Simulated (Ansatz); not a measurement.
Ideal-gas functions of `Cl[C]1=[CH][SnH2]1` at 800 K and 1 bar, from an Ansatz frequency run at PBE0-D4/def2-TZVP.

Molar mass 181.21 g/mol, point group Cs (symmetry number 1), electronic degeneracy 1, moments of inertia 38.791, 406.249, 436.644 u Å². Harmonic wavenumbers (cm⁻¹, unscaled): 185, 252, 398, 424, 444, 453, 571, 680, 795, 848, 1005, 1601, 1964, 1966, 3199.

Use S(trans) = R[1.5 ln M + 2.5 ln T − 1.1517]; rotational temperatures θ = 24.2544 K / I; S(rot) = R[ln(√π/σ · √(T³/θAθBθC)) + 1.5]; for each mode x = 1.438777 ν̃/T, S = R[x/(eˣ − 1) − ln(1 − e⁻ˣ)] and H = RT x/(eˣ − 1); 1 cm⁻¹ = 0.0119627 kJ/mol; R = 8.31446 J/(mol·K).

**Question.** By hand: the entropy, in J/(mol·K).

**Answer.** Translation 194.2. Rotation: θ = 0.6253, 0.0597, 0.0555 K, giving 126.3. Vibration, mode by mode: 17.50, 14.97, 11.27, 10.77, 10.40, 10.24, 8.45, 7.14, 6.02, 5.57, 4.44, 1.91, 1.13, 1.13, 0.18, in all 111.1. Electronic 0.0. Sum 431.6 J/(mol·K).

**Question.** By hand: H − E and G − E in kJ/mol, counted from the electronic energy.

**Answer.** Zero-point energy ½ × 14785 × 0.0119627 = 88.4; thermal vibration 46.6; translation, rotation and pV give 4 RT = 26.6. H − E = 161.6 kJ/mol, and G − E = 161.6 − 800 × 431.6/1000 = -183.7 kJ/mol.

Vibration gives 26 % of the entropy.
